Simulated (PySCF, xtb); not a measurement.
C3H4O3, SMILES O=C1OCCO1. One conformer was computed; it need not be the lowest.

Harmonic wavenumbers (cm⁻¹) from xtb 6.7.1 with GFN2-xTB at its own minimum, in rising order: 93, 187, 494, 683, 704, 729, 855, 929, 997, 1062, 1094, 1097, 1105, 1162, 1169, 1288, 1289, 1464, 1482, 1863, 2947, 2961, 2971, 2972.

**Question.** What does PBE-D3(BJ)/def2-SVP (PySCF 2.14.0) give at its own minimum? (The exact figures need the calculation; the answer reports its results.)

**Answer.** 172, 187, 513, 672, 707, 736, 868, 877, 945, 1047, 1081, 1091, 1117, 1194, 1194, 1334, 1346, 1445, 1451, 1908, 2973, 2978, 3059, 3067. Paired by order, the mean absolute difference is 32 cm⁻¹ and the zero-point energies are 45.2 and 45.7 kcal/mol.
